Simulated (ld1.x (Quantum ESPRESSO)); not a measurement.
## Varying the ultrasoft potential for Ru (Z = 44)

Base potential:

| Property | Result |
| --- | --- |
| Element | Ru |
| Generator | ld1.x (Quantum ESPRESSO) 7.5 |
| Type | ultrasoft |
| Functional | LDA (PZ) |
| Relativity | fully relativistic |
| Frozen core | [Kr] |
| Valence charge | 8 |
| Reference configuration | 4d7 5s0 5p0 (charge +1) |
| Partial waves | 5s (bound, empty): rcut 2.45, rcutus 2.75 bohr; 5s channel at 4.05 Ry: rcut 2.45, rcutus 2.75 bohr; 5p (bound, empty): rcut 3.20, rcutus 4.10 bohr; 5p channel at 1.55 Ry: rcut 3.20, rcutus 4.10 bohr; 4d (bound): rcut 1.70, rcutus 2.30 bohr; 4d channel at 0.15 Ry: rcut 1.70, rcutus 2.30 bohr |
| Local potential | all-electron potential smoothed inside 2.80 bohr (lloc = -1) |
| Core correction | none |
| Augmentation charge | built from norm-conserving waves at rcut, not smoothed further |

Open shells are filled in proportion to 2j + 1 (rel_dist='average').

Cutoffs, loose and tight: the cutoffs (Ry, on a coarse ladder) from which the occupation-weighted sum of valence levels, in a spherical-Bessel basis at the reference potential, stays within 10 and 1 mRy of its value at 400 Ry. They do not see the model core or the augmentation charge, which bear on the density cutoff. Test errors are all-electron minus pseudo excitation energies from the reference, over the configurations 4d7 5s1 5p0; 4d6 5s0 5p0; 4d5 5s0 5p0; 4d7 5s0 5p1; 4d6 5s2 5p0; 4d6 5s1 5p1; 4d4 5s0 5p0. A dash means not determined; rows that change the core or the reference have their own tests. The largest error is taken over the tests solved by every variant that gives reliable tests at all: 4d4 5s0 5p0; 4d5 5s0 5p0; 4d6 5s0 5p0; 4d6 5s1 5p1; 4d6 5s2 5p0; 4d7 5s1 5p0.

A true bound ghost makes a file unfit for plane-wave use even where its test errors are small: the radial tests pick states by their node count and pass the ghost by.

Cutoffs are not given where the Bessel-basis levels miss the radial ones by over 6 mRy, ghosts where they miss by over 20 mRy; a channel whose overlap is not positive is not tested.

| change | outcome | cutoff, loose | cutoff, tight | bound ghosts | largest test error (meV) |
| --- | --- | --- | --- | --- | --- |
| base | generated | 18 Ry | 35 Ry | s, p1/2, p3/2 | -423 |
| type TM; waves now 5s (bound): rc 2.75 bohr; 4d (bound): rc 2.30 bohr; 5p (bound): rc 4.10 bohr; local potential the p channel | generated | 40 Ry | 45 Ry | none | -1302 |
| core correction a·sin(br)/r model core inside 2.76 bohr | generated | 18 Ry | 35 Ry | s, p1/2, p3/2 | -533 |
| local potential all-electron potential smoothed inside 3.40 bohr (lloc = -1) | generated | 18 Ry | 35 Ry | s, p1/2, p3/2 | test run stopped at test 1 of 7 (negative rho) |
| local potential all-electron potential smoothed inside 3.10 bohr (lloc = -1) | generated | 18 Ry | 35 Ry | s, p1/2, p3/2 | -431 |
| waves 5p (bound): rcut 3.04, rcutus 3.22 bohr; 5p channel at 1.55 Ry: rcut 3.04, rcutus 3.22 bohr | generated | 18 Ry | 35 Ry | s, p1/2, p3/2 | -423 |
| waves 4d (bound): rcut 1.70, rcutus 2.16 bohr; 4d channel at 0.15 Ry: rcut 1.70, rcutus 2.16 bohr | generated | 21 Ry | 40 Ry | s, p1/2, p3/2 | -408 |

What comes out with this change to the base: reference 4d7 5s0 5p1?

outcome: generated, overlap not positive; bound ghosts: not determined (overlap not positive); largest test error (meV): -318. A file whose overlap is not positive is unfit for use, and its test errors describe a broken file.

What comes out with this change to the base: scalar-relativistic?

outcome: generated; cutoff, loose: 18 Ry; cutoff, tight: 35 Ry; bound ghosts: s, p; largest test error (meV): -431.
